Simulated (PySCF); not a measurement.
IZn, neutral, multiplicity 2. Atoms are numbered in the order given.

```xyz
2

Zn     0.0000     0.0000    -1.6289
I      0.0000     0.0000     0.9220
```
Charge 0, spin multiplicity 2.

Geometry: B3LYP-D3(BJ)/def2-TZVP. The spin state was assumed, not searched. The def2 effective core potentials stand for the cores of I; spin–orbit coupling is left out.

These are PySCF with M06-2X/def2-TZVPD values and carry that method's errors.

Mulliken values depend strongly on the basis, most of all with diffuse functions as here. ESP charges are fitted to the potential on shells at 1.4 to 2.0 van der Waals radii. Atomic charges (e):

| atom | Mulliken | ESP fit | Mulliken spin |
|---|---|---|---|
| Zn1 | 0.18 | ? | 0.70 |
| I2 | -0.18 | ? | 0.30 |

**Question.** Fill in the missing entries. (An estimate is asked for; the answer gives what the named calculation found.)

**Answer.** 
- Zn1, ESP fit: 0.30
- I2, ESP fit: -0.30
